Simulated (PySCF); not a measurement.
**Au: ionisation energy**

Au [Xe] 4f14 5d10 6s1 (2S) → Au⁺ [Xe] 4f14 5d10 (1S), as a difference of total energies. Computed with PySCF 2.14 in def2-SVP with the def2 core potential (60 electrons) (6s3p2d1f, 32 functions), with a scalar-relativistic core potential. Correlated levels: valence: 5s2 5p6 frozen. The calculations carry no spin-orbit coupling.

```tsv
method	ionisation energy (eV)
UHF	7.693
r2SCAN	9.494
MP2 (valence)	8.879
CCSD (valence)	8.726
CCSD(T) (valence)	8.749
```

Question: Estimate what SCS-MP2 (valence) gives.

Answer: 8.728 eV, closest to CCSD (valence) among the rows shown.

Question: Estimate what LDA gives.

Answer: 9.934 eV, closest to r2SCAN among the rows shown.

Errors of the correlated levels include the incompleteness of this basis and the frozen core.

For comparison: 9.226 eV (measured; NIST Atomic Spectra Database, ionization energies).
